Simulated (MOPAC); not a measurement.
A run for MOPAC: AM1 on BI+, 2S+1 = 2, a spin state set in the input, which need not be the lowest, a point of a bond scan (R = 1.964 Å). Charge +1.

```
AM1 1SCF PRECISE CHARGE=1 UHF MS=0.5 THREADS=1
BI

B      0.00000000 1     0.00000000 1     0.00000000 1
I      0.00000000 1     0.00000000 1     1.96434500 1
```

It printed:

```
*******************************************************************************
 **                                                                           **
 **                              MOPAC v23.2.5                                **
 **                                                                           **
 *******************************************************************************
 ** MOPAC's Digital Object Identifier: https://doi.org/10.5281/zenodo.6511958 **
 **                                                                           **
 ** Please cite the open-source release paper for use of this MOPAC version:  **
 ** J. E. Moussa and J. J. P. Stewart (2026)                                  **
 ** MOPAC: An open-source semiempirical molecular orbital program             **
 ** J. Open Source Softw., 11(119), 8025, https://doi.org/10.21105/joss.08025 **
 *******************************************************************************

                              AM1 CALCULATION RESULTS

 *******************************************************************************
 *  AM1        - The AM1 Hamiltonian to be used
 *  UHF        - UNRESTRICTED HARTREE-FOCK CALCULATION
 *
 *
 *
 *                 CHARGE ON SYSTEM = +1
 *
 *
 *
 *  MS=        - IN MECI, MAGNETIC COMPONENT OF SPIN =  0.5
 *  PRECISE    - TIGHTER CRITERIA TO BE USED
 *  1SCF       - DO 1 SCF AND THEN STOP
 *  THREADS=1  - MULTI-THREADING NOT USED
 *  T=         - A TIME OF 172800.0 SECONDS REQUESTED
 *  DUMP=N     - RESTART FILE WRITTEN EVERY 7200.0 SECONDS REQUESTED
 *******************************************************************************
AM1 1SCF PRECISE CHARGE=1 UHF MS=0.5 THREADS=1
 BI

   ATOM   CHEMICAL          X               Y               Z
  NUMBER   SYMBOL      (ANGSTROMS)     (ANGSTROMS)     (ANGSTROMS)

     1       B          0.00000000  *   0.00000000  *   0.00000000  *
     2       I          0.00000000  *   0.00000000  *   1.96434500  *



          CARTESIAN COORDINATES

    NO.       ATOM           X           Y           Z

     1         B          0.0000      0.0000      0.0000
     2         I          0.0000      0.0000      1.9643

  B: (AM1): M.J.S. DEWAR ET AL, ORGANOMETALLICS, 7, 513-521 (1988)
  I: (AM1): M.J.S. DEWAR AND E. G. ZOEBISCH, THEOCHEM, 180, 1 (1988).

           Empirical Formula: B I  =     2 atoms



      MOLECULAR POINT GROUP   :   C*v


          UHF CALCULATION, NO. OF ALPHA ELECTRONS =    5
                           NO. OF BETA  ELECTRONS =    4

 -------------------------------------------------------------------------------
 AM1 1SCF PRECISE CHARGE=1 UHF MS=0.5 THREADS=1
 BI



     1SCF WAS SPECIFIED, SO BFGS WAS NOT USED
     SCF FIELD WAS ACHIEVED


                              AM1 CALCULATION
                                                       MOPAC v23.2.5 Linux




          FINAL HEAT OF FORMATION =        288.05101 KCAL/MOL =    1205.20543 KJ/MOL


          COSMO AREA              =         87.14 SQUARE ANGSTROMS
          COSMO VOLUME            =         72.69 CUBIC ANGSTROMS

          IONIZATION POTENTIAL    =         17.469461 EV
          ALPHA SOMO LUMO (EV)    =        -17.877 -6.166
          BETA  SOMO LUMO (EV)    =        -17.469 -9.192
          NO. OF ALPHA ELECTRONS  =          5
          NO. OF BETA  ELECTRONS  =          4
          MOLECULAR WEIGHT        =        137.7145         POINT GROUP:  C*v

          MOLECULAR DIMENSIONS (Angstroms)

            Atom       Atom       Distance
            I     2    B     1     1.96435
            I     2    B     1     0.00000
            B     1    I     2     0.00000


          SCF CALCULATIONS        =          1





   ATOM   CHEMICAL          X               Y               Z
  NUMBER   SYMBOL      (ANGSTROMS)     (ANGSTROMS)     (ANGSTROMS)

     1       B          0.00000000  *   0.00000000  *   0.00000000  *
     2       I          0.00000000  *   0.00000000  *   1.96434500  *

                             CARTESIAN COORDINATES

   1    B        0.000000000     0.000000000     0.000000000
   2    I        0.000000000     0.000000000     1.964345000


           Empirical Formula: B I  =     2 atoms



      MOLECULAR POINT GROUP   :   C*v


          ALPHA EIGENVALUES
 -39.20279 -25.85928 -18.04049 -17.87712 -17.87712  -6.16605  -6.16605  -5.80039


           BETA EIGENVALUES
 -37.86374 -24.21556 -17.46946 -17.46946  -9.19237  -5.79445  -5.79445  -4.72921


              NET ATOMIC CHARGES AND DIPOLE CONTRIBUTIONS

  ATOM NO.   TYPE          CHARGE      No. of ELECS.   s-Pop       p-Pop
    1          B           0.765935        2.2341     1.80540     0.42866
    2          I           0.234065        6.7659     1.98339     4.78255
 DIPOLE           X         Y         Z       TOTAL
 POINT-CHG.     0.000     0.000    -6.486     6.486
 HYBRID        -0.000    -0.000    -0.549     0.549
 SUM           -0.000    -0.000    -7.036     7.036


          ATOMIC ORBITAL ELECTRON POPULATIONS

     Atom    s        px        py        pz
    1  B   1.80540   0.09010   0.09010   0.24847
    2  I   1.98339   1.90990   1.90990   0.96274


                    (SZ)    =    0.500000
                    (S**2)  =    0.768735


          ATOMIC ORBITAL SPIN POPULATIONS

    Atom   Total    s     px     py     pz
         Atomic
    1  B  0.3223  0.157 -0.002 -0.002  0.168
    2  I  0.6777 -0.005  0.002  0.002  0.680

 **********************
 *                    *
 * JOB ENDED NORMALLY *
 *                    *
 **********************




 == MOPAC DONE ==
```

The run finished.

Cost: very roughly 0.010 core-seconds.
